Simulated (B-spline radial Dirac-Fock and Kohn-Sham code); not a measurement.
These are calculated numbers from a B-spline atomic structure program; the model is relaxed Dirac-Fock hole states (ΔSCF) with Breit and QED corrections and a finite nucleus. Free atoms and ions in their tabulated ground configurations, energies from the vacuum level.

Q: Order these levels by binding energy, lowest first.
A. Pm⁷⁺ 4p3/2
B. Hg⁷⁺ 4f5/2
C. Ge⁵⁺ 3p3/2
D. Sr³⁺ 3d3/2
E. Tm 4p1/2
F. Sr⁺ 3p3/2

A: D (175.1 eV), C (211.9 eV), B (221.7 eV), F (287.7 eV), A (359.4 eV), E (385.4 eV).
